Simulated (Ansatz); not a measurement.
# Molecular dynamics of Cl₃H₄HfNS

Input file:

```yaml
crystal:
  periodic: [false, false, false]
  atoms:
    - { symbol: Hf, position_ang: [0.191534, -0.241296, 0.066748] }
    - { symbol: "N", position_ang: [0.095151, -0.12604, 2.200009] }
    - { symbol: H, position_ang: [-0.803576, -0.236262, 2.691386] }
    - { symbol: H, position_ang: [0.624006, 0.608691, 2.693036] }
    - { symbol: Cl, position_ang: [2.298398, 0.344958, -0.813342] }
    - { symbol: Cl, position_ang: [-0.985022, 1.769881, -0.361114] }
    - { symbol: Cl, position_ang: [-1.294557, -1.764983, -0.9655] }
    - { symbol: S, position_ang: [1.533232, -2.49083, 1.223346] }
    - { symbol: H, position_ang: [0.436103, -3.297218, 1.279193] }
    - { symbol: H, position_ang: [0.870432, -1.411902, 2.113335] }
basis:
  gaussian: { orbitals: def2-SVP }
hamiltonian:
  xc: pbe
md:
  timestep: 0.5
  n_steps: 200
  ensemble: nve
  temperature: 100.0
  initial_velocities: maxwell_boltzmann
  seed: 9451
```

Run as:

```bash
$ ansatz run input.yaml --threads 4 --pin off --max-ram 5120MiB --backend cpu --events-out ev --progress --plain --runs-dir out
```

It starts at the highest image of a converged band, a first-order saddle point between two minima.

Output, in part (one step line in 7, the closing report, with atoms numbered from 0):

```
md step     0: t =     0.00 fs  T =   100.0 K  F+E_penalty+E_count = -51235.31548390 eV  E_kin = 0.103408 eV  conserved = -51235.21207590 eV  (31 SCF iters)
md step     7: t =     3.50 fs  T =    79.3 K  F+E_penalty+E_count = -51235.29394550 eV  E_kin = 0.082031 eV  conserved = -51235.21191436 eV  (32 SCF iters)
md step    14: t =     7.00 fs  T =    78.4 K  F+E_penalty+E_count = -51235.29302954 eV  E_kin = 0.081115 eV  conserved = -51235.21191463 eV  (32 SCF iters)
md step    21: t =    10.50 fs  T =   121.7 K  F+E_penalty+E_count = -51235.33769281 eV  E_kin = 0.125808 eV  conserved = -51235.21188477 eV  (31 SCF iters)
md step    28: t =    14.00 fs  T =   209.2 K  F+E_penalty+E_count = -51235.42865707 eV  E_kin = 0.216339 eV  conserved = -51235.21231776 eV  (31 SCF iters)
md step    35: t =    17.50 fs  T =   154.2 K  F+E_penalty+E_count = -51235.37098535 eV  E_kin = 0.159489 eV  conserved = -51235.21149620 eV  (30 SCF iters)
md step    42: t =    21.00 fs  T =   252.5 K  F+E_penalty+E_count = -51235.47379492 eV  E_kin = 0.261138 eV  conserved = -51235.21265686 eV  (32 SCF iters)
md step    49: t =    24.50 fs  T =   246.7 K  F+E_penalty+E_count = -51235.46702170 eV  E_kin = 0.255150 eV  conserved = -51235.21187140 eV  (33 SCF iters)
md step    56: t =    28.00 fs  T =   303.9 K  F+E_penalty+E_count = -51235.52730793 eV  E_kin = 0.314261 eV  conserved = -51235.21304655 eV  (31 SCF iters)
md step    63: t =    31.50 fs  T =   302.1 K  F+E_penalty+E_count = -51235.52525040 eV  E_kin = 0.312346 eV  conserved = -51235.21290426 eV  (32 SCF iters)
md step    70: t =    35.00 fs  T =   292.4 K  F+E_penalty+E_count = -51235.51412642 eV  E_kin = 0.302373 eV  conserved = -51235.21175347 eV  (31 SCF iters)
md step    77: t =    38.50 fs  T =   386.6 K  F+E_penalty+E_count = -51235.61333115 eV  E_kin = 0.399810 eV  conserved = -51235.21352106 eV  (32 SCF iters)
md step    84: t =    42.00 fs  T =   357.3 K  F+E_penalty+E_count = -51235.58204347 eV  E_kin = 0.369498 eV  conserved = -51235.21254500 eV  (31 SCF iters)
md step    91: t =    45.50 fs  T =   404.5 K  F+E_penalty+E_count = -51235.63013932 eV  E_kin = 0.418309 eV  conserved = -51235.21183001 eV  (31 SCF iters)
md step    98: t =    49.00 fs  T =   497.7 K  F+E_penalty+E_count = -51235.72818969 eV  E_kin = 0.514674 eV  conserved = -51235.21351525 eV  (32 SCF iters)
md step   105: t =    52.50 fs  T =   444.0 K  F+E_penalty+E_count = -51235.67148444 eV  E_kin = 0.459140 eV  conserved = -51235.21234439 eV  (32 SCF iters)
md step   112: t =    56.00 fs  T =   506.1 K  F+E_penalty+E_count = -51235.73519026 eV  E_kin = 0.523359 eV  conserved = -51235.21183106 eV  (32 SCF iters)
md step   119: t =    59.50 fs  T =   634.0 K  F+E_penalty+E_count = -51235.86922656 eV  E_kin = 0.655568 eV  conserved = -51235.21365817 eV  (52 SCF iters)
md step   126: t =    63.00 fs  T =   585.5 K  F+E_penalty+E_count = -51235.81806198 eV  E_kin = 0.605501 eV  conserved = -51235.21256082 eV  (32 SCF iters)
md step   133: t =    66.50 fs  T =   601.3 K  F+E_penalty+E_count = -51235.83343899 eV  E_kin = 0.621759 eV  conserved = -51235.21168042 eV  (32 SCF iters)
md step   140: t =    70.00 fs  T =   700.1 K  F+E_penalty+E_count = -51235.93758843 eV  E_kin = 0.723921 eV  conserved = -51235.21366768 eV  (30 SCF iters)
md step   147: t =    73.50 fs  T =   616.6 K  F+E_penalty+E_count = -51235.85062470 eV  E_kin = 0.637656 eV  conserved = -51235.21296885 eV  (30 SCF iters)
md step   154: t =    77.00 fs  T =   548.5 K  F+E_penalty+E_count = -51235.77889719 eV  E_kin = 0.567208 eV  conserved = -51235.21168937 eV  (32 SCF iters)
md step   161: t =    80.50 fs  T =   570.6 K  F+E_penalty+E_count = -51235.80319065 eV  E_kin = 0.590065 eV  conserved = -51235.21312601 eV  (31 SCF iters)
md step   168: t =    84.00 fs  T =   494.3 K  F+E_penalty+E_count = -51235.72414022 eV  E_kin = 0.511110 eV  conserved = -51235.21302990 eV  (30 SCF iters)
md step   175: t =    87.50 fs  T =   465.5 K  F+E_penalty+E_count = -51235.69312760 eV  E_kin = 0.481318 eV  conserved = -51235.21180942 eV  (30 SCF iters)
md step   182: t =    91.00 fs  T =   495.2 K  F+E_penalty+E_count = -51235.72428638 eV  E_kin = 0.512099 eV  conserved = -51235.21218711 eV  (31 SCF iters)
md step   189: t =    94.50 fs  T =   488.5 K  F+E_penalty+E_count = -51235.71781414 eV  E_kin = 0.505159 eV  conserved = -51235.21265486 eV  (31 SCF iters)
md step   196: t =    98.00 fs  T =   544.4 K  F+E_penalty+E_count = -51235.77521415 eV  E_kin = 0.562961 eV  conserved = -51235.21225335 eV  (31 SCF iters)
md step   200: t =   100.00 fs  T =   612.0 K  F+E_penalty+E_count = -51235.84598019 eV  E_kin = 0.632900 eV  conserved = -51235.21308032 eV  (50 SCF iters)
Total energy: -51235.84606161 eV, -1882.8826138603 hartree
Atom 0 at     0.270755    -0.370046     0.075543 Å, force    -0.570655     0.578833    -1.652707 eV/Å
Atom 1 at    -0.369747     0.307653     2.177322 Å, force    -0.320800     1.087170    -0.433408 eV/Å
Atom 2 at    -1.407794     0.407426     2.202052 Å, force     0.483616    -0.083710     0.125849 eV/Å
Atom 3 at    -0.023206     1.295698     2.193089 Å, force    -0.298913    -0.471006     0.063116 eV/Å
Atom 4 at     2.295699     0.438947    -0.923544 Å, force    -0.400586    -0.147254     0.155885 eV/Å
Atom 5 at    -0.929936     1.719689    -0.069981 Å, force    -0.344210     0.779084    -0.569106 eV/Å
Atom 6 at    -1.416737    -1.698577    -1.026129 Å, force     0.411831     0.290474     0.197365 eV/Å
Atom 7 at     1.445405    -2.182705     1.054262 Å, force     1.022621    -0.892687     0.818204 eV/Å
Atom 8 at     0.270642    -2.811619     1.277423 Å, force    -0.317987    -0.275856     0.122330 eV/Å
Atom 9 at    -0.032275    -0.132749     3.009256 Å, force     0.335083    -0.865048     1.172472 eV/Å
Dipole moment:    -0.352626     0.122422     1.237047 e Å
```

The run went to its last step. The conserved energy stayed within 0.16 meV per atom of its start (net change -0.1 meV per atom), so the integration is sound. The kinetic energy rose, since the run started high on the potential surface and went downhill. A run of 0.1 ps of so small a system gives no equilibrium averages. The orbitals stay closed-shell, which can raise the energy where a bond breaks towards radicals; this wasn't checked here.

Between its relaxed ends the band would form N2–H10 and break S8–H10. These pairs go: N2–H10 1.50 → 1.00 Å, S8–H10 1.55 → 3.20 Å. In the last frame they stand as after the step (other bonds may differ from the relaxed reactants and products). Also parted: Hf1–H10 2.45 → 2.96 Å. It ends as one piece, Cl3H4HfNS. Pairs count as bonded within 1.25 times the sum of covalent radii (0.12 Å more for H–H).

Last frame:

```xyz
10
Properties=species:S:1:pos:R:3
Hf 0.271 -0.370 0.075
N -0.370 0.308 2.177
H -1.408 0.407 2.202
H -0.023 1.296 2.193
Cl 2.296 0.439 -0.923
Cl -0.930 1.720 -0.070
Cl -1.417 -1.699 -1.026
S 1.445 -2.183 1.054
H 0.271 -2.812 1.277
H -0.032 -0.133 3.009
```

The run took 6.1 min on 4 threads of Arm Neoverse V2, on a shared host, peak memory 0.23 GiB.
